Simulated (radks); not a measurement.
Results of a calculation; reference values are marked as such.
V I, 23 electrons, occupied as [Ar] 3d1 4s2 4p2 (not the ground configuration). Level of theory: scalar-relativistic Kohn-Sham, r2SCAN, spin-unpolarised, spherical densities, finite nucleus; meta-GGA in the generalised Kohn-Sham scheme; Fermi nuclear charge, rms radius 3.6002 fm (a radial shooting solver on a logarithmic mesh with Libxc functionals).

Radial electron density D(r) = 4 pi r^2 rho(r):

r (bohr),D(r) (e/bohr)
0.008475,5.281
0.009787,6.605
0.01121,8.089
0.01285,9.814
0.01472,11.78
0.01686,13.96
0.01932,16.32
0.02213,18.77
0.02536,21.21
0.02905,23.47
0.03328,25.38
0.03813,26.77
0.04369,27.45
0.05005,27.35
0.05734,26.47
0.0657,25.00
0.07527,23.26
0.08624,21.72
0.0988,20.88
0.1132,21.12
0.1297,22.56
0.1486,24.94
0.1716,27.71
0.1966,29.57
0.2252,29.79
0.258,27.84
0.2956,23.89
0.3387,18.78
0.388,13.82
0.4446,10.24
0.5093,8.735
0.5835,9.071
0.6685,10.31
0.7659,11.21
0.8775,10.95
1.005,9.425
1.152,7.137
1.32,4.831
1.512,3.084
1.732,2.102
1.984,1.739
2.274,1.679
2.605,1.637
3.008,1.462
3.446,1.172
3.948,0.8320
4.524,0.5208
5.183,0.2856
5.938,0.1361
6.803,0.05606
7.794,0.01988
8.929,0.005989
10.23,0.001507
11.72,0.0003097

D(r) has 3 maxima, at r = 0.0458, 0.213, 0.797 bohr, and minima at 0.103, 0.530 bohr, inside which lie 2.13, 10.43 electrons.
